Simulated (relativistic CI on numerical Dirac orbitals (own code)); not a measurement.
# Electric-dipole lines of Hf¹⁵⁺

Method of calculation: Dirac-Coulomb-Breit CI, separate exchange-only KLI orbitals for each configuration, model QED (radiative potential, 1s self-energy scaled to tabulated hydrogen-like ionisation energies), unscaled Slater integrals (own radial code, finite nucleus).

Configurations in the expansion (outside the closed core [Ar] 3d10 4p6): 4s2 4d10 4f11, 4s2 4d10 4f10 5s, 4s2 4d10 4f9 5s 5p, 4s2 4d10 4f10 5p, 4s2 4d10 4f10 5d, 4s2 4d9 4f12, 4s2 4d10 4f10 6s, 4s2 4d10 4f10 5f, 4s2 4d10 4f10 7s, 4d10 4f13, 4d9 4f14. Double excitations out of closed p, d and f shells are left out; levels of such configurations are missing from the list, as are those of other unlisted configurations, and high levels can miss mixing partners.

```tsv
λ vac (nm)	Lower	Upper	A (s⁻¹)	gf	Branching (%)
36.025	4s2 4d10 4f10 5s 6I_17/2 [1]	4s2 4d10 4f10 5p 4K°_17/2 [370]	6.33e+09	2.22e+00	50.3
36.718	4s2 4d10 4f10 5s 6I_17/2 [1]	4s2 4d10 4f10 5p 6H°_15/2 [355]	9.45e+09	3.06e+00	74.7
37.151	4s2 4d10 4f10 5s 6I_15/2 [2]	4s2 4d10 4f10 5p 4K°_17/2 [370]	2.73e+09	1.02e+00	21.7
37.889	4s2 4d10 4f10 5s 6I_15/2 [2]	4s2 4d10 4f10 5p 6H°_15/2 [355]	1.85e+09	6.38e-01	14.6
38.968	4s2 4d10 4f10 5s 6I_13/2 [3]	4s2 4d10 4f10 5p 6H°_15/2 [355]	2.75e+07	1.00e-02	0.2
39.704	4s2 4d10 4f10 5s 4I_15/2 [6]	4s2 4d10 4f10 5p 4K°_17/2 [370]	3.49e+09	1.48e+00	27.7
40.548	4s2 4d10 4f10 5s 4I_15/2 [6]	4s2 4d10 4f10 5p 6H°_15/2 [355]	1.14e+09	4.51e-01	9.0
42.393	4s2 4d10 4f10 5s 4I_13/2 [9]	4s2 4d10 4f10 5p 6H°_15/2 [355]	5.09e+07	2.20e-02	0.4
43.293	4s2 4d10 4f10 5s 4K_15/2 [19]	4s2 4d10 4f10 5p 4K°_17/2 [370]	2.41e+07	1.22e-02	0.2
43.304	4s2 4d10 4f10 5s 4K_17/2 [13]	4s2 4d10 4f10 5p 6H°_15/2 [355]	4.11e+07	1.85e-02	0.3
43.866	4s2 4d10 4f10 5s 6G_13/2 [17]	4s2 4d10 4f10 5p 6H°_15/2 [355]	5.53e+07	2.55e-02	0.4
44.298	4s2 4d10 4f10 5s 4K_15/2 [19]	4s2 4d10 4f10 5p 6H°_15/2 [355]	8.84e+06	4.16e-03	0.1
44.883	4s2 4d10 4f10 5s 4L_19/2 [25]	4s2 4d10 4f10 5p 4K°_17/2 [370]	2.29e+07	1.24e-02	0.2
45.655	4s2 4d10 4f10 5s 2K_15/2 [31]	4s2 4d10 4f10 5p 4K°_17/2 [370]	1.09e+06	6.14e-04	0.0
46.143	4s2 4d10 4f10 5s 4H_13/2 [30]	4s2 4d10 4f10 5p 6H°_15/2 [355]	1.24e+07	6.32e-03	0.1
46.774	4s2 4d10 4f10 5s 2K_15/2 [31]	4s2 4d10 4f10 5p 6H°_15/2 [355]	1.51e+06	7.94e-04	0.0
47.224	4s2 4d10 4f10 5s 4L_17/2 [36]	4s2 4d10 4f10 5p 6H°_15/2 [355]	3.62e+06	1.94e-03	0.0
48.309	4s2 4d10 4f10 5s 4M_19/2 [51]	4s2 4d10 4f10 5p 4K°_17/2 [370]	7.52e+05	4.74e-04	0.0
50.134	4s2 4d10 4f10 5s 2L_15/2 [55]	4s2 4d10 4f10 5p 6H°_15/2 [355]	7.68e+05	4.63e-04	0.0
50.614	4s2 4d10 4f10 5s 4I_15/2 [61]	4s2 4d10 4f10 5p 6H°_15/2 [355]	1.78e+06	1.09e-03	0.0
```

Terms are leading LS components. Brackets give the number of a level in order of energy, since labels repeat. The list gives strong lines, with weight on those to low levels, without lines whose two gauges differ by over a factor of 2.5, among the lowest 400 of 5958 levels, so that lines to higher ones, which can be the strongest, are missing. Levels whose partners in the same complex of configurations lie outside the list can be far off, and so can their lines. Rates are taken at the computed energies, electric ones in the length gauge.

At this charge energies of transitions that change n are usually good to better than 1 %, and those within a shell (Δn = 0) to a few per cent. Terms inside the open d or f shell come out 10 to 20 % too wide with unscaled integrals. Levels and lines within the n = 5 or 6 shells can be off by up to 10 % or somewhat more, and those that change n by about 2 %, since core polarisation is missing. The computed lowest level isn't the tabulated ground level, which NIST ASD gives as 4f11 °.

(1) From the table, what is the radiative lifetime of 4s2 4d10 4f10 5p 6H°_15/2?

Results:

(1) The listed rates from this level add up to about 1.27e+10 s⁻¹, 100 % of its decay; with all channels τ = 7.90e-11 s.

LS names give the leading component of a level, which can be under half, so a name can repeat, a term be missing and a line seem to break the LS rules.
